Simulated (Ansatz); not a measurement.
`O=C=[N][In]([Cl])[Cl]` + `CNP` → `C[NH][In]([Cl])[Cl]` + `O=C=NP`  (redistribution)

Computed with Ansatz on PBE0-D4/def2-TZVP structures; ΔE is electronic, products minus reactants. CCSD(T)/CBS adds triple-zeta CCSD(T) − MP2 to the extrapolated MP2 energy (def2 sets, frozen cores). Functionals use def2-TZVPP. Elements past krypton have def2 core potentials. For In outer-core shells are correlated without core-valence functions, which leaves a few kJ/mol of doubt a bond. Each species was taken in one conformer, which may not be the lowest.

```csv
level,ΔE (kJ/mol)
BLYP,18.2
CCSD/def2-SVP,30.9
```

Task: What does CCSD(T)/CBS give? (An estimate is asked.)

Result: The calculation gave: +28.8 kJ/mol. The listed levels differ from it by -10.6, 2.1 kJ/mol.

Task: What do rigid-rotor, harmonic-oscillator terms from PBE0-D4/def2-TZVP frequencies (298.15 K, 1 bar) make of the CCSD(T)/CBS value? (An estimate is asked.)

Result: Computed: ΔZPE = -1.7 kJ/mol, ΔH = +28.2 kJ/mol, ΔS = 7 J/(mol·K), ΔG = +26.2 kJ/mol. Modes under 50 cm⁻¹ make the entropy rough.

Largest T1 diagnostic among the species: 0.017.

From r2SCAN to r2SCAN0 (25 % exact exchange), in def2-TZVPP and without D4, ΔE moves by +5.1 kJ/mol. In def2-TZVPP, CCSD(T) changes the Hartree–Fock value by −14.8 kJ/mol (the triples alone add −1.7 kJ/mol) and MP2 by −16.7 kJ/mol. Leaving LDA and LC-ωPBE aside and taking each functional with its dispersion term where it has one, the values, not all of them listed here, spread over 13.0 kJ/mol, from BLYP-D4 to PBE-QIDH. LDA lies −5.0 kJ/mol from PBE without D4.
